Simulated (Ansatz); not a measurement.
Born–Oppenheimer molecular dynamics of C$_{2}$H$_{8}$Sn (11 atoms, charge 0, multiplicity 1). It starts from a relaxed structure.

Method: RKS PBE/def2-SVP (Ansatz).

```yaml
ensemble: NVE (Milne-controlled integrator)
time_step: 0.25 fs
steps_asked: 150
starting_velocities_drawn_for: 2000 K
seed: 748429
```

First frame:

```xyz
11
Properties=species:S:1:pos:R:3
Sn 0.089 0.058 0.005
C -0.057 -0.058 2.172
H -1.115 -0.172 2.474
H 0.520 -0.926 2.546
H 0.350 0.866 2.628
H 1.755 0.223 -0.455
C -1.043 1.758 -0.742
H -2.112 1.648 -0.475
H -0.655 2.695 -0.297
H -0.953 1.820 -1.844
H -0.533 -1.405 -0.695
```

Question: What does the run give?

Answer: The run went to its last step.

| Property | Result |
| --- | --- |
| steps done | 150 |
| time covered | 37.5 fs |
| mean temperature over the second half | 933 K |
| spread of the potential energy over the second half | 23.9 meV per atom |
| mean potential energy of the second half above the start | 112.9 meV per atom |

The conserved energy stayed within 0.014 meV per atom of its start (net change 0.0093 meV per atom), so the integration is sound. A run of 0.037 ps of so small a system gives no equilibrium averages.

Question: What happens to the structure?

Answer: The same pairs are bonded in the first frame and the last. Pairs count as bonded within 1.25 times the sum of covalent radii (0.12 Å more for H–H). Another seed would give other details.

Question: How do temperature and energy run in time?

Answer: 
```tsv
time (fs)	T (K)	potential energy less start (eV)	conserved less start (meV/atom)
0	2000	0.000	0.00
3	1359	0.746	0.01
6	1221	0.907	0.01
9	760	1.443	0.01
12	1126	1.016	0.01
15	1002	1.161	0.01
18	762	1.440	0.01
21	1059	1.095	0.01
24	1066	1.086	0.01
27	1222	0.905	0.01
30	573	1.660	0.01
33	953	1.218	0.01
36	811	1.384	0.01
```

Time of the run: 7.7 min on 1 thread of Intel(R) Xeon(R) Platinum 8259CL CPU @ 2.50GHz (Skylake/Cascade Lake), on a shared host, peak memory 0.14 GiB.
